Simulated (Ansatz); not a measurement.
Consider the redistribution: `NB([SiH3])C[SiH3]` + `C[Si@H]1O[C@@H]1N` → `N[C@H]1O[Si@@H]1[SiH3]` + `CB(N)C[SiH3]`.

Program: Ansatz. Geometries: PBE0-D4/def2-TZVP. ΔE: electronic, gas phase. CBS: MP2 limit from def2 TZ/QZ plus the TZ coupled-cluster correction, frozen cores. Functionals use def2-TZVPP. Each species was taken in one conformer, which may not be the lowest.

| level | ΔE (eV) |
| --- | --- |
| PBE-D4 | -0.14 |
| r2SCAN-D4 | -0.13 |

**Question.** What does CCSD(T)/CBS give? (Best estimate.)

**Answer.** Computed: -0.11 eV. The listed levels differ from it by -0.03, -0.02 eV.

Largest T1 diagnostic among the species: 0.015.
